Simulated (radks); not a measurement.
Results of a calculation; reference values are marked as such.
Species: Tb I. Configuration: [Xe] 4f8 6s2 6p1 (not the ground configuration). Code: a radial shooting solver on a logarithmic mesh with Libxc functionals. Model: Dirac Kohn-Sham, PBEsol, spin-unpolarised, spherical densities, point nucleus; open shells are shared between the two j in proportion to 2j + 1.

Normalised radial functions P(r) = r R(r) (large component), r in bohr:

r,6p1/2,6p3/2
0.004409,0.0055,0.0028
0.005173,0.0069,0.0037
0.006071,0.0085,0.0049
0.007068,0.0105,0.0064
0.008294,0.0131,0.0084
0.009733,0.0162,0.0109
0.01142,0.0199,0.0141
0.0134,0.0244,0.0180
0.0156,0.0294,0.0224
0.01831,0.0352,0.0279
0.02149,0.0416,0.0341
0.02522,0.0481,0.0408
0.02959,0.0543,0.0475
0.03445,0.0590,0.0533
0.04043,0.0617,0.0579
0.04744,0.0606,0.0595
0.05568,0.0544,0.0566
0.06534,0.0418,0.0477
0.07606,0.0232,0.0327
0.08926,-0.0025,0.0102
0.1047,-0.0321,-0.0177
0.1229,-0.0609,-0.0471
0.1442,-0.0822,-0.0719
0.1693,-0.0885,-0.0847
0.1971,-0.0753,-0.0796
0.2313,-0.0395,-0.0526
0.2714,0.0137,-0.0059
0.3185,0.0718,0.0505
0.3737,0.1168,0.1004
0.4351,0.1313,0.1254
0.5106,0.1064,0.1152
0.5992,0.0417,0.0649
0.7031,-0.0478,-0.0153
0.8251,-0.1382,-0.1048
0.9606,-0.2013,-0.1760
1.127,-0.2239,-0.2154
1.323,-0.1913,-0.2046
1.552,-0.1055,-0.1410
1.822,0.0197,-0.0335
2.121,0.1557,0.0932
2.489,0.2951,0.2321
2.921,0.4115,0.3570
3.427,0.4886,0.4500
4.022,0.5151,0.4965
4.72,0.4885,0.4902
5.495,0.4220,0.4391
6.448,0.3263,0.3530
7.567,0.2273,0.2565
8.88,0.1427,0.1687
10.42,0.0798,0.0994
12.13,0.0406,0.0534
14.24,0.0171,0.0241
16.71,0.0061,0.0093

6p1/2: eigenvalue -2.427 eV, 4 radial nodes at r = 0.0880, 0.261, 0.648, 1.78 bohr, <r> = 4.77 bohr, 90 % of the charge inside 7.09 bohr. 6p3/2: eigenvalue -2.084 eV, 4 radial nodes at r = 0.0949, 0.276, 0.684, 1.90 bohr, <r> = 5.08 bohr, 90 % of the charge inside 7.56 bohr.
